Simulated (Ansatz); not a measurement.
The cluster Li₂Te. Total charge 0; singlet. Geometry PBE-D4/def2-TZVP.

```xyz
3

Li   -0.773   -1.167   -1.317
Li    1.588    0.752    0.779
Te   -0.816    0.415    0.539
```

In the def2 sets Te takes a core potential; there is no spin–orbit coupling. The structure comes from a short search, and lower isomers may exist.

Question: Estimate the orbital energies around the gap (eV) in Ansatz with PBE-D4/def2-TZVP, PBE-D4/def2-TZVPD, r2SCAN-D4/def2-TZVP, PBE0-D4/def2-SVP, r2SCAN0-D4/def2-TZVP.

Answer: 
| orbital | PBE-D4/def2-TZVP | PBE-D4/def2-TZVPD | r2SCAN-D4/def2-TZVP | PBE0-D4/def2-SVP | r2SCAN0-D4/def2-TZVP |
| --- | --- | --- | --- | --- | --- |
| HOMO−13 | -111.80 | -111.82 | -114.81 | -117.56 | -119.85 |
| HOMO−12 | -111.77 | -111.80 | -114.79 | -117.54 | -119.83 |
| HOMO−11 | -111.75 | -111.78 | -114.77 | -117.48 | -119.81 |
| HOMO−10 | -51.09 | -51.11 | -52.72 | -54.93 | -56.39 |
| HOMO−9 | -51.09 | -51.11 | -52.72 | -54.93 | -56.39 |
| HOMO−8 | -37.85 | -37.88 | -38.63 | -40.73 | -41.50 |
| HOMO−7 | -37.84 | -37.86 | -38.61 | -40.71 | -41.48 |
| HOMO−6 | -37.80 | -37.83 | -38.58 | -40.65 | -41.45 |
| HOMO−5 | -37.79 | -37.82 | -38.57 | -40.64 | -41.44 |
| HOMO−4 | -37.79 | -37.81 | -38.57 | -40.63 | -41.43 |
| HOMO−3 | -12.43 | -12.46 | -12.82 | -13.85 | -14.33 |
| HOMO−2 | -4.40 | -4.42 | -4.52 | -5.13 | -5.37 |
| HOMO−1 | -4.18 | -4.21 | -4.31 | -4.86 | -5.11 |
| HOMO | -3.60 | -3.62 | -3.73 | -4.24 | -4.51 |
| LUMO | -1.82 | -1.85 | -1.32 | -1.21 | -1.02 |
| LUMO+1 | -1.37 | -1.40 | -0.72 | -0.77 | -0.47 |
| LUMO+2 | -0.37 | -0.58 | 0.12 | 0.63 | 0.50 |
| LUMO+3 | 0.18 | -0.18 | 0.75 | 1.22 | 1.12 |
| LUMO+4 | 0.30 | -0.09 | 0.84 | 1.49 | 1.21 |
| LUMO+5 | 0.89 | 0.35 | 1.62 | 1.58 | 1.92 |
